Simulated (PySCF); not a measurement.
BeH2, SMILES [BeH2].

Geometry: PBE0-D3(BJ)/def2-TZVPD. The isomer is the one that the SMILES or the coordinates give; other isomers of the formula were not compared.

Method: TDDFT-PBE/def2-TZVPD run with PySCF 2.14.0.

Vertical excitations; the highest root listed may be one member of a degenerate set.  State labels are in the subgroup D2h.

```tsv
state	symmetry	energy (eV)	λ (nm)	f	main pairs
S1	B2g	5.94	209	0.000	HOMO→LUMO+1 (degenerate set)
S2	B3g	5.94	209	0.000	HOMO→LUMO (degenerate set)
S3	B2u	7.41	167	0.274	HOMO−1→LUMO (degenerate set)
S4	B3u	7.41	167	0.274	HOMO−1→LUMO+1 (degenerate set)
S5	B1u	8.16	152	0.017	HOMO→LUMO+2 90 %
S6	Ag	8.36	148	0.000	HOMO→LUMO+3 93 %
S7	B2g	8.96	138	0.000	HOMO→LUMO+6 (degenerate set)
S8	B3g	8.96	138	0.000	HOMO→LUMO+5 (degenerate set)
S9	Ag	9.15	136	0.000	HOMO−1→LUMO+2 91 %
S10	B1u	9.23	134	0.180	HOMO−1→LUMO+3 94 %
T1	B2g	5.36	232	0	HOMO→LUMO+1 (degenerate set)
T2	B3g	5.36	232	0	HOMO→LUMO (degenerate set)
T3	B2u	5.94	209	0	HOMO−1→LUMO (degenerate set)
T4	B3u	5.94	209	0	HOMO−1→LUMO+1 (degenerate set)
```
Triplets are in the Tamm–Dancoff approximation, which puts them higher than full response would, so one can lie above its singlet here.
